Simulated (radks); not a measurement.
The numbers below are computed, except where a source is named.
Spherical jellium clusters: N electrons in a uniform positive sphere of charge N and radius rs N^(1/3), rs = 2.85 bohr. Level of theory: non-relativistic Kohn-Sham, LDA (Slater exchange, Perdew-Wang correlation), spin-polarised, spherical densities (a radial shooting solver with Libxc functionals). Levels are named by radial order and angular momentum (1s, 1p, 1d, 2s, ...), and open shells are averaged over m.

N = 10, configuration 1s2 1p6 1d(up 2, down 0). This is the lowest configuration that the search found. Occupied and some empty levels:

| level | occupation | eigenvalue (eV) | <r> (bohr) |
|---|---|---|---|
| 1s up | 1 | -7.1921 | 4.023 |
| 1s down | 1 | -6.9467 | 3.943 |
| 1p up | 3 | -5.0197 | 5.014 |
| 1p down | 3 | -4.6893 | 4.988 |
| 1d up | 2 | -2.5641 | 6.011 |
| 1d down | 0 | -2.2167 | 6.069 |
| 2s up | 0 | -2.0988 | 6.226 |
| 2s down | 0 | -1.8959 | 6.353 |
| 2p up | 0 | -0.49890 | 9.829 |
| 2p down | 0 | -0.37509 | 10.42 |
| 1f up | 0 | -0.19182 | 7.938 |

Energy (eV): total -13.5214, kinetic 30.731, external -509.04, Hartree 244.88, exchange-correlation -45.992, background 265.90.
